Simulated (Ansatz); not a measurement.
Ansatz (a quantum-chemistry and plane-wave program) input (CCSD(T)/cc-pVDZ):

Ansatz 0.2 input:
```yaml
crystal:
  periodic: [false, false, false]
  atoms:
    - {symbol: Se, position_ang: [0.04635993, 0.01112082, 0.51766267]}
    - {symbol: F, position_ang: [0.55151534, 1.05798314, -0.93005860]}
    - {symbol: F, position_ang: [-0.72665283, -1.09999510, -1.02555591]}
basis:
  gaussian:
    orbitals: cc-pVDZ
total_charge: -1
magnetization: {spin_polarized: true, initial_magnetization: 1}
correlation: {method: ccsd_t, electrons: outside_noble_gas}
```

End of the output:

```
mean field evaluation 320: about -70709.5790 eV, gradient 1.9e-3 eV
mean field evaluation 352: about -70708.8734 eV, gradient 1.6e1 eV
mean field evaluation 384: about -70712.5856 eV, gradient 8.1e-4 eV
mean field evaluation 416: about -70710.4813 eV, gradient 1.1e1 eV
mean field evaluation 448: about -70707.0253 eV, gradient 8.8e0 eV
mean field evaluation 480: about -70709.4440 eV, gradient 1.1e0 eV
mean field -70712.58562058 eV, -2598.6395908444 hartree, gradient 8.0e-6 eV, S^2 0.781741; 11 other end points of the search recorded, 0 dependent functions left out
determinant -70712.58562058 eV, -2598.6395908444 hartree, with singles and doubles -70726.25225061 eV, -2599.1418302343 hartree
determinant -70710.47647866 eV, -2598.5620813083 hartree, with singles and doubles -70724.30048420 eV, -2599.0701041416 hartree
determinant -70710.46029629 eV, -2598.5614866172 hartree, with singles and doubles -70723.98081407 eV, -2599.0583564810 hartree
determinant -70710.26349105 eV, -2598.5542541582 hartree, with singles and doubles -70724.03161321 eV, -2599.0602233151 hartree
determinant -70709.70644484 eV, -2598.5337830876 hartree, with singles and doubles -70723.18286592 eV, -2599.0290324274 hartree
determinant -70709.57904995 eV, -2598.5291014116 hartree, with singles and doubles -70723.10810054 eV, -2599.0262848505 hartree
determinant -70709.35582324 eV, -2598.5208979812 hartree, with singles and doubles -70723.03987514 eV, -2599.0237776131 hartree
16 core orbitals not correlated
reference -70712.58562058 eV, -2598.6395908444 hartree; 11, 10 occupied and 28, 29 virtual orbitals, 591 factors
second order -13.24422209 eV of doubles, -0.00000000 eV of singles
coupled cluster: 0.12 GiB planned
cycle   1  -13.66846764 eV  change   -1.8e-3 eV  update   2.9e-3
cycle   2  -13.66932643 eV  change   -8.6e-4 eV  update   2.3e-3
cycle   3  -13.66921799 eV  change    1.1e-4 eV  update   1.5e-3
cycle   4  -13.67115147 eV  change   -1.9e-3 eV  update   7.8e-4
cycle   5  -13.67134577 eV  change   -1.9e-4 eV  update   4.1e-4
cycle   6  -13.67086858 eV  change    4.8e-4 eV  update   2.2e-4
cycle   7  -13.67076791 eV  change    1.0e-4 eV  update   8.0e-5
cycle   8  -13.67067839 eV  change    9.0e-5 eV  update   3.1e-5
cycle   9  -13.67067104 eV  change    7.4e-6 eV  update   1.7e-5
coupled cluster: 0.12 GiB planned
perturbative correction -0.25219288 eV, -0.0092679175 hartree
Total energy: -70726.50848450 eV, -2599.1512466562 hartree
```
